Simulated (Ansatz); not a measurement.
Predict a relaxed structure of Si(SH)Cl3 (SiHSCl3), charge 0, singlet, at PBE0-D4/def2-SVP (Ansatz).


```
atom   x (Å)   y (Å)   z (Å)
 Si1  -0.056  -0.207  -0.363
  S2   1.192   0.888   0.945
  H3   0.220   1.047   1.873
 Cl4   1.085  -0.659  -1.993
 Cl5  -1.696   0.868  -0.951
 Cl6  -0.745  -1.937   0.489
```
Point group Cs (tolerance 0.1 Å). This is one stationary point.
